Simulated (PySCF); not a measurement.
C₆H₅FO₂.
Cartesian coordinates in Å at the GFN2-xTB level; atoms count from 1:
```
atom  x, y, z in Å
O1     2.0346   -1.1828    0.0901
C2     0.8016   -0.5756    0.0856
C3    -0.3337   -1.1602    0.6143
C4    -1.5489   -0.4934    0.5776
C5    -1.5947    0.7608    0.0037
F6    -2.7714    1.4209   -0.0388
C7    -0.4749    1.3710   -0.5326
C8     0.7370    0.7012   -0.4947
O9     1.8469    1.2746   -1.0128
H10    1.9663   -2.0462    0.5107
H11   -0.2716   -2.1438    1.0588
H12   -2.4416   -0.9377    0.9855
H13   -0.5350    2.3510   -0.9746
H14    2.5848    0.6597   -0.8948
```

Computed with PBE0/def2-SVPD in PySCF (dipole) on a GFN2-xTB geometry, gas phase.

Masses are those of the commonest isotopes; rigid-rotor values at the optimised geometry. The values belong to one conformer with, in the numbering `[OH:1][c:2]1[cH:3][cH:4][c:5]([F:6])[cH:7][c:8]1[OH:9]`, H–O1–C2–C3 0°, C7–C8–O9–H 180°.

Q: What are A, B and C (MHz)?

A: Ia = 157.87, Ib = 387.50, Ic = 545.37 u·Å²; 505379 MHz·u·Å²/I gives A = 3201, B = 1304, C = 926.7 MHz.

Q: What kind of rotor is it?

A: An asymmetric top. Ray's parameter κ = (2B − A − C)/(A − C) = -0.668; −1 is the prolate and +1 the oblate limit.

Q: Is it planar, by Δ = Ic − Ia − Ib?

A: Planar: Δ = Ic − Ia − Ib = 0.00 u·Å². For a rigid frame Δ = −2 Σ m c², so it vanishes when all atoms lie in the ab plane; here none is more than 0.01 Å from it.

Q: Where do the levels up to J = 5 lie, in K?

A: Above 0(0,0), as E/k:
J = 1: 1(0,1) 0.107, 1(1,1) 0.198, 1(1,0) 0.216
J = 2: 2(0,2) 0.319, 2(1,2) 0.394, 2(1,1) 0.448, 2(2,1) 0.722, 2(2,0) 0.724
J = 3: 3(0,3) 0.630, 3(1,3) 0.687, 3(1,2) 0.795, 3(2,2) 1.043, 3(2,1) 1.055, 3(3,1) 1.545, 3(3,0) 1.545
J = 4: 4(0,4) 1.037, 4(1,4) 1.074, 4(1,3) 1.254, 4(2,3) 1.469, 4(2,2) 1.503, 4(3,2) 1.977, 4(3,1) 1.979, 4(4,1) 2.674, 4(4,0) 2.674
J = 5: 5(0,5) 1.532, 5(1,5) 1.556, 5(1,4) 1.822, 5(2,4) 1.999, 5(2,3) 2.072, 5(3,3) 2.519, 5(3,2) 2.525, 5(4,2) 3.215, 5(4,1) 3.215, 5(5,1) 4.111, 5(5,0) 4.111
Those of J = 1 are B + C, A + C and A + B.

Q: Which lines would a microwave search look for?

A: The dipole components are |μa| = 2.23 D, |μb| = 2.62 D, |μc| = 0.00 D; the mirror of this Cs structure is the ab plane, so μc vanishes by symmetry and there are no c-type lines. The squared components, which scale the intensities, stand as 0.73 : 1.00 (a : b). Some lines, for components of 0.1 D or more:

| type | branch | J(Ka,Kc) | MHz | lower level (cm⁻¹) |
| --- | --- | --- | --- | --- |
| a | Q | 1(1,0) ← 1(1,1) | 378 | 0.138 |
| a | R | 1(0,1) ← 0(0,0) | 2231 | 0.000 |
| a | Q | 4(1,3) ← 4(1,4) | 3745 | 0.747 |
| a | R | 2(1,1) ← 1(1,0) | 4839 | 0.150 |
| b | Q | 4(2,2) ← 4(1,3) | 5190 | 0.872 |
| b | Q | 3(2,2) ← 3(1,3) | 7420 | 0.477 |
| b | R | 3(1,3) ← 2(0,2) | 7667 | 0.222 |
| a | R | 4(1,4) ← 3(1,3) | 8078 | 0.477 |
| a | R | 4(0,4) ← 3(0,3) | 8462 | 0.438 |
| a | R | 4(2,3) ← 3(2,2) | 8884 | 0.725 |
| a | R | 4(3,1) ← 3(3,0) | 9039 | 1.074 |
| b | R | 4(1,4) ← 3(0,3) | 9250 | 0.438 |
| a | R | 4(2,2) ← 3(2,1) | 9345 | 0.733 |
| b | R | 2(2,0) ← 1(1,1) | 10959 | 0.138 |
| b | R | 3(2,2) ← 2(1,1) | 12384 | 0.312 |
| b | R | 4(2,3) ← 3(1,2) | 14043 | 0.553 |
| b | R | 3(3,0) ← 2(2,1) | 17156 | 0.502 |
| b | R | 4(3,1) ← 3(2,2) | 19502 | 0.725 |
| b | R | 4(4,0) ← 3(3,1) | 23534 | 1.074 |

Q: Estimate the classical rotational partition function at 10 K, 50 K and 100 K.

A: Point group Cs, symmetry number σ = 1; q = (√π/σ)·√((kT/h)³/(ABC)), k/h = 20836.6 MHz/K: 2710 at 10 K, 30300 at 50 K, 85700 at 100 K.

Not checked by GFN2-xTB frequencies. No vibrational averaging or centrifugal distortion is included, and the geometry carries the error of its method.
